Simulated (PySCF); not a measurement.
HB, charge -1, doublet, at the geometry of the source list (a state made from the parent by changing its charge; the spin is typed, not shown lowest) (in this run its highest filled SCF level lies above zero, so its values depend strongly on the basis, on diffuse functions most of all); CCSD(T)/6-31G** (PySCF).

The PySCF input:
```python
from pyscf import gto, scf, cc

mol = gto.Mole()
mol.atom = '''
    B     0.32270000    0.09790000   -0.47190000
    H    -0.32270000   -0.09790000    0.47190000
'''
mol.basis = '6-31g**'
mol.charge = -1
mol.spin = 1
mol.verbose = 4
mol.build()

mf = scf.UHF(mol)
mf.kernel()

mycc = cc.CCSD(mf)
mycc.kernel()
et = mycc.ccsd_t()
print('E(CCSD(T)) = %.10f' % (mycc.e_tot + et))
```

What the program printed (banner, timings and long lists left out):

```
PySCF version 2.14.0

[INPUT] verbose = 4
[INPUT] num. atoms = 2
[INPUT] num. electrons = 7
[INPUT] charge = -1
[INPUT] spin (= nelec alpha-beta = 2S) = 1
[INPUT] symmetry False subgroup None
[INPUT] Mole.unit = angstrom
[INPUT] Symbol           X                Y                Z      unit          X                Y                Z       unit  Magmom
[INPUT]  1 B      0.322700000000   0.097900000000  -0.471900000000 AA    0.609814620397   0.185004187595  -0.891761758182 Bohr   0.0
[INPUT]  2 H     -0.322700000000  -0.097900000000   0.471900000000 AA   -0.609814620397  -0.185004187595   0.891761758182 Bohr   0.0

nuclear repulsion = 2.2809046917245
number of shells = 9
number of NR pGTOs = 34
number of NR cGTOs = 19
basis = 6-31g**
ecp = {}

******** <class 'pyscf.scf.uhf.UHF'> ********
method = UHF
initial guess = minao
damping factor = 0
level_shift factor = 0
DIIS = <class 'pyscf.scf.diis.CDIIS'>
diis_start_cycle = 1
diis_space = 8
diis_damp = 0
SCF conv_tol = 1e-09
SCF conv_tol_grad = None
SCF max_cycles = 50
direct_scf = True
direct_scf_tol = 1e-13
number electrons alpha = 4  beta = 3
Set gradient conv threshold to 3.16228e-05
init E= -24.9301181850524

cycle= 1 E= -25.0408404669603  delta_E= -0.111  |g|= 0.122  |ddm|= 1.03
cycle= 2 E= -25.0543337319526  delta_E= -0.0135  |g|= 0.0297  |ddm|= 0.299
cycle= 3 E= -25.0555084313196  delta_E= -0.00117  |g|= 0.00942  |ddm|= 0.0921
cycle= 4 E= -25.0556657033838  delta_E= -0.000157  |g|= 0.00276  |ddm|= 0.0473
cycle= 5 E= -25.0556836586301  delta_E= -1.8e-05  |g|= 0.000754  |ddm|= 0.0219
cycle= 6 E= -25.0556852496135  delta_E= -1.59e-06  |g|= 0.000225  |ddm|= 0.00772
cycle= 7 E= -25.0556853856907  delta_E= -1.36e-07  |g|= 8.11e-05  |ddm|= 0.00219
cycle= 8 E= -25.0556854040399  delta_E= -1.83e-08  |g|= 1.95e-05  |ddm|= 0.000857
cycle= 9 E= -25.0556854050419  delta_E= -1e-09  |g|= 6.29e-06  |ddm|= 0.000172
cycle= 10 E= -25.0556854051385  delta_E= -9.66e-11  |g|= 1.37e-06  |ddm|= 4.86e-05
Extra cycle  E= -25.0556854051413  delta_E= -2.71e-12  |g|= 7.34e-07  |ddm|= 4.5e-06
converged SCF energy = -25.0556854051413  <S^2> = 0.75803072  2S+1 = 2.0080147

******** <class 'pyscf.cc.uccsd.UCCSD'> ********
CC2 = 0
CCSD nocc = (np.int64(4), np.int64(3)), nmo = (19, 19)
max_cycle = 50
direct = 0
conv_tol = 1e-07
conv_tol_normt = 1e-06
diis_space = 6
diis_start_cycle = 0
diis_start_energy_diff = 1e+09
Init t2, MP2 energy = -0.066099133564377
Init E_corr(UCCSD) = -0.066099133564933
cycle = 1  E_corr(UCCSD) = -0.0795733587739041  dE = -0.0134742252  norm(t1,t2) = 0.054388
cycle = 2  E_corr(UCCSD) = -0.0836092574471112  dE = -0.00403589867  norm(t1,t2) = 0.0268796
cycle = 3  E_corr(UCCSD) = -0.0870509006087375  dE = -0.00344164316  norm(t1,t2) = 0.0157752
cycle = 4  E_corr(UCCSD) = -0.0869412911017882  dE = 0.000109609507  norm(t1,t2) = 0.00382747
cycle = 5  E_corr(UCCSD) = -0.0869912673598697  dE = -4.99762581e-05  norm(t1,t2) = 0.00110447
cycle = 6  E_corr(UCCSD) = -0.0869662600499535  dE = 2.50073099e-05  norm(t1,t2) = 0.000289249
cycle = 7  E_corr(UCCSD) = -0.0869742782427596  dE = -8.01819281e-06  norm(t1,t2) = 7.15682e-05
cycle = 8  E_corr(UCCSD) = -0.0869742461162739  dE = 3.21264857e-08  norm(t1,t2) = 1.99507e-05
cycle = 9  E_corr(UCCSD) = -0.0869743691496724  dE = -1.23033399e-07  norm(t1,t2) = 7.53954e-06
cycle = 10  E_corr(UCCSD) = -0.0869742801336896  dE = 8.90159828e-08  norm(t1,t2) = 2.46211e-06
cycle = 11  E_corr(UCCSD) = -0.086974322681264  dE = -4.25475744e-08  norm(t1,t2) = 8.86238e-07
UCCSD converged
E(UCCSD) = -25.14265972782252  E_corr = -0.08697432268126404
UCCSD(T) correction = -0.00168776131251576
E(CCSD(T)) = -25.1443474891
```
